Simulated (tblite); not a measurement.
Start geometry of `[SiH3]c1ccco1` from a force field or distance geometry (Å):
```
atom  x, y, z in Å
Si1    2.1454    0.0701   -0.2115
C2     0.2778    0.0127   -0.0601
C3    -0.5855    0.0377    1.0329
C4    -1.9101   -0.0371    0.5047
C5    -1.7772   -0.1276   -0.8422
O6    -0.4726   -0.0960   -1.2042
H7     2.5538    1.2594   -1.0123
H8     2.6572   -1.1597   -0.8505
H9     2.7491    0.1803    1.1441
H10   -0.3142    0.1178    2.0753
H11   -2.8410   -0.0489    1.0642
H12   -2.4815   -0.2093   -1.6662
```

Q: What comes out of this run: tblite, GFN2-xTB geometry optimisation, gas phase?

A: 
```
atom  x, y, z in Å
Si1    2.1399    0.0739   -0.2063
C2     0.2763    0.0079   -0.0458
C3    -0.5798    0.0415    1.0229
C4    -1.8899   -0.0448    0.5024
C5    -1.7429   -0.1249   -0.8488
O6    -0.4479   -0.0941   -1.1879
H7     2.5144    1.2383   -1.0115
H8     2.6129   -1.1484   -0.8600
H9     2.6874    0.1825    1.1457
H10   -0.2998    0.1187    2.0540
H11   -2.8095   -0.0471    1.0517
H12   -2.4599   -0.2044   -1.6423
```

The energy falls by 6.2 kJ/mol over 17 L-BFGS steps, the largest force on an atom goes from 1.11 to 0.009 eV/Å, and the atoms move by 0.034 Å rms after alignment. Among the bonds, Si1–H7 and Si1–H9 change most and about equally (-0.026 to -0.025 Å). Bonds longer at the end by more than 0.005 Å: 1 of 12; shorter: 10. Among the angles that change most is O6–C5–H12, from 115.0° to 117.4°. Rotational constants go from 8364, 1961, 1618 to 8503, 1997, 1648 MHz. The orientation of the end geometry is arbitrary; only internal coordinates are fixed.

Its GFN2-xTB frequencies are all real (lowest 49 cm⁻¹). 2 starts were optimised and ended at 0.00 and 0.20 kcal/mol (GFN2-xTB); the lowest of these is shown.

The numbers are calculated, not measured.
